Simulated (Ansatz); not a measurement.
`C[CH2][Ge]([Cl])([Cl])[Cl]` at its PBE0-D4/def2-TZVP geometry, where that method's forces vanish. The species carries charge 0 and has multiplicity 1.

| atom | x (Å) | y (Å) | z (Å) |
| --- | --- | --- | --- |
| C1 | -0.617 | 1.092 | -0.808 |
| C2 | 0.357 | -0.071 | -0.702 |
| Ge3 | 0.346 | -0.897 | 1.051 |
| Cl4 | 0.875 | 0.508 | 2.574 |
| Cl5 | 1.724 | -2.526 | 1.168 |
| Cl6 | -1.595 | -1.656 | 1.536 |
| H7 | -0.581 | 1.526 | -1.810 |
| H8 | -0.376 | 1.881 | -0.094 |
| H9 | -1.644 | 0.772 | -0.621 |
| H10 | 1.389 | 0.239 | -0.882 |
| H11 | 0.123 | -0.869 | -1.412 |

Q: For each bond, give half the difference of the two atoms' forces along it (eV/Å; positive pushes the atoms apart) under PBE-D4, r2SCAN-D4, B3LYP-D4, ωB97M-V in def2-TZVPP. (Estimate.)

A: Computed: 
```json
{"bond": "C1–C2", "length (Å)": "1.520", "PBE-D4": "-0.04", "r2SCAN-D4": "0.12", "B3LYP-D4": "0.19", "ωB97M-V": "0.25"}
{"bond": "C1–H7", "length (Å)": "1.092", "PBE-D4": "0.12", "r2SCAN-D4": "-0.02", "B3LYP-D4": "-0.07", "ωB97M-V": "-0.10"}
{"bond": "C1–H8", "length (Å)": "1.092", "PBE-D4": "0.10", "r2SCAN-D4": "-0.04", "B3LYP-D4": "-0.07", "ωB97M-V": "-0.07"}
{"bond": "C1–H9", "length (Å)": "1.092", "PBE-D4": "0.10", "r2SCAN-D4": "-0.04", "B3LYP-D4": "-0.07", "ωB97M-V": "-0.07"}
{"bond": "C2–Ge3", "length (Å)": "1.938", "PBE-D4": "0.03", "r2SCAN-D4": "0.01", "B3LYP-D4": "0.05", "ωB97M-V": "-0.11"}
{"bond": "C2–H10", "length (Å)": "1.093", "PBE-D4": "0.09", "r2SCAN-D4": "-0.03", "B3LYP-D4": "-0.12", "ωB97M-V": "-0.08"}
{"bond": "C2–H11", "length (Å)": "1.093", "PBE-D4": "0.09", "r2SCAN-D4": "-0.03", "B3LYP-D4": "-0.12", "ωB97M-V": "-0.08"}
{"bond": "Ge3–Cl4", "length (Å)": "2.139", "PBE-D4": "0.22", "r2SCAN-D4": "0.04", "B3LYP-D4": "0.19", "ωB97M-V": "0.00"}
{"bond": "Ge3–Cl5", "length (Å)": "2.136", "PBE-D4": "0.21", "r2SCAN-D4": "0.04", "B3LYP-D4": "0.18", "ωB97M-V": "0.01"}
{"bond": "Ge3–Cl6", "length (Å)": "2.139", "PBE-D4": "0.22", "r2SCAN-D4": "0.04", "B3LYP-D4": "0.19", "ωB97M-V": "0.00"}
```

B3LYP here is the variant with VWN-RPA as its local correlation; programs differ in this.
